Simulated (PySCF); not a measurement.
C₂H₇BrSi. Atoms are numbered in the order given.

```xyz
11

Si     0.9135    -0.4292     0.0000
C      1.6692     0.2837     1.5533
C      1.6692     0.2837    -1.5533
Br    -1.2801     0.0553     0.0000
H      1.0115    -1.9186     0.0000
H      2.7442     0.0446     1.5970
H      1.1859    -0.1291     2.4511
H      1.5555     1.3782     1.5725
H      1.1859    -0.1291    -2.4511
H      2.7442     0.0446    -1.5970
H      1.5555     1.3782    -1.5725
```

Geometry: PBE0-D3(BJ)/def2-SVP.

These are PBE/pcSseg-1 (PySCF) values and carry that method's errors.

GIAO shieldings, no solvent; atoms alike by connectivity are averaged. δ = σ(ref) − σ: ²⁹Si against TMS (σ = 335.4 ppm); ¹³C against TMS (σ = 182.0 ppm); ¹H against TMS (σ = 31.49 ppm), references at their B3LYP-D3(BJ)/def2-TZVP geometries, non-relativistic (without spin–orbit terms, shifts of atoms bonded to Cl or Br come out too high).

| atoms | nucleus | count | δ (ppm) |
|---|---|---|---|
| Si1 | ²⁹Si | 1 | (withheld) |
| C2, C3 | ¹³C | 2 | 6.2 |
| H5 | ¹H | 1 | 5.77 |
| H6, H7, H8, H9, H10, H11 | ¹H | 6 | (withheld) |

Problem. Some entries are withheld; supply them. (Estimate from the structure and the level; the computed values follow.)

Solution. 
- Si1, δ (ppm): 24.0
- H6, H7, H8, H9, H10, H11, δ (ppm): 0.79
